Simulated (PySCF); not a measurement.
Se⁻ (selenium, charge -1): PBE0 calculation

Configuration: [Ar] 3d10 4s2 4p5, 2P determinant. Computed with PySCF 2.14 in aug-cc-pVQZ-DK (8s7p5d3f2g, 93 functions), with scalar relativity by spin-free X2C-1e.

```json
{
 "Total energy": "-2429.613 hartree",
 "One-electron energy": "-3388.620 hartree",
 "Hartree (Coulomb) energy": "1047.504 hartree",
 "Exchange-correlation energy": "-88.497 hartree",
 "⟨S²⟩": "0.7549",
 "⟨L²⟩": "2.031",
 "Sum of ⟨r⟩": "29.08 bohr",
 "Sum of ⟨r²⟩": "57.79 bohr²",
 "Traceless quadrupole moment −½Σ⟨3z² − r²⟩ along its main axis": "3.54 e·bohr²",
 "Langevin diamagnetic susceptibility": "-45.8 ×10⁻⁶ cm³/mol"
}
```

```tsv
shell	electrons	mean orbital energy (hartree)	spread (hartree)	rms radius, mean of both spins (bohr)
1s α	1	-461.02635	0	0.0508
1s β	1	-461.02450	0	0.0508
2s α	1	-59.58969	0	0.212
2s β	1	-59.58884	0	0.212
2p α	3	-52.34760	0.00523	0.189
2p β	3	-52.34578	0.00180	0.189
3s α	1	-7.90090	0	0.615
3s β	1	-7.89794	0	0.615
3p α	3	-5.61164	0.01555	0.638
3p β	3	-5.60794	0.00785	0.638
3d α	5	-1.82907	0.01587	0.703
3d β	5	-1.82561	0.00983	0.703
4s α	1	-0.43551	0	1.99
4s β	1	-0.39207	0	1.99
4p α	3	-0.02433	0.04152	2.88
4p β	2	0.00210	0	2.88
```

At PBE0 the highest occupied level has a positive energy, so only the finite basis holds that electron; in a semilocal or global hybrid functional this comes from self-interaction and does not mean that the real anion is unbound.

Densities and radii are taken from the X2C orbitals without a picture-change correction, which distorts them close to the nucleus.
